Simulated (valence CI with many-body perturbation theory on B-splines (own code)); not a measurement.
Isoelectronic trend, 6 electrons, Er62+ to Tl75+

Level of theory: valence CI with perturbative core correlation (CI+MBPT): four valence electrons over a frozen Dirac-Fock core [He], a basis of 11 s, 11 p, 9 d, 7 f, 5 g, 2 h, 1 i functions for each j, with the one-electron correlation potential Σ1, the two-electron term Σ2, the three-electron term Σ3, Breit, model QED; selected CI, second order for the rest (own B-spline code, finite nucleus). Basis and details of the method differ along the sequence, and some ions are missing.

Excitation energies in eV above the lowest level of each ion. Labels name the leading LS component, so a column can jump where levels mix; a blank means that no level of the computed list carries the label, and where several do, the lowest of them is shown. The ionisation energies from NIST are mostly theoretical or semi-empirical. By estimate, excited configurations hold to about 0.1 % in light ions and 0.5 % in heavy ones, terms of the ground configuration to 0.5 to 2 %, and small fine-structure intervals to 10 cm⁻¹ or more; near the neutral end and where shells cross, configurations can be misplaced by 0.1 to 0.6 eV.

```csv
Ion,Lowest level,IE (eV),"IE, NIST (eV)",2s2.2p2 3P_1,2s2.2p2 1S_0,2s.2p3 5S°_2,2s.2p3 3D°_3,2s.2p3 3P°_0,2s.2p3 3P°_1,2p4 3P_2
Er62+,2s2.2p2 3P_0,15147,15146 ± 15,955.0,2003,2148,2190,2244,2278,2554
Tm63+,2s2.2p2 3P_0,15665,15663 ± 19,1021,2138,2286,2329,2385,2419,2701
Yb64+,2s2.2p2 3P_0,16193,16191 ± 24,1091,2280,2432,2475,2532,2567,2855
Lu65+,2s2.2p2 3P_0,16732,16730 ± 30,1165,2429,2585,2629,2687,2723,3017
Hf66+,2s2.2p2 3P_0,17283,17280 ± 40,1243,2587,2747,2791,2851,2886,3188
Ta67+,2s2.2p2 3P_0,17845,17840 ± 40,1325,2753,2917,2961,3023,3059,3367
W68+,2s2.2p2 3P_0,18419,18476 ± 4,1411,2928,3096,3141,3204,3240,3555
Re69+,2s2.2p2 3P_0,19005,19000 ± 50,1502,3112,3284,3329,3394,3431,3753
Os70+,2s2.2p2 3P_0,19604,19600 ± 60,1598,3306,3482,3527,3594,3631,3960
Ir71+,2s2.2p2 3P_0,20214,20210 ± 60,1699,3509,3690,3736,3804,3841,4178
Pt72+,2s2.2p2 3P_0,20838,20840 ± 70,1805,3724,3909,3954,4024,4062,4406
Au73+,2s2.2p2 3P_0,21474,21470 ± 90,1916,3949,4139,4184,4256,4294,4645
Hg74+,2s2.2p2 3P_0,22124,22120 ± 90,2033,4185,4380,4426,4499,4537,4896
Tl75+,2s2.2p2 3P_0,22787,22780 ± 100,2156,4434,4633,4679,4754,4793,5160
```

Q: Does the computed ground configuration or its J change in this range?

A: No, it stays 2s2.2p2 with J = 0; its leading component is 69 % 3P at the start and 68 % 3P at the end, where the leading jj configuration holds 100 %.

Shares of the ionisation energy in eV, for some of the ions:

```csv
Ion,Σ1,Σ2,Σ3,Breit,QED
Er62+,0.499,-0.0314,-0.125,-29.6,-0.0183
Yb64+,0.509,-0.0281,-0.131,-32.8,-0.129
Hf66+,0.526,-0.0250,-0.138,-36.2,-0.268
W68+,0.545,-0.0212,-0.144,-39.9,-0.441
Os70+,0.560,-0.0167,-0.152,-43.9,-0.651
Pt72+,0.575,-0.0120,-0.160,-48.2,-0.907
Hg74+,0.601,-0.00640,-0.169,-52.9,-1.21
```
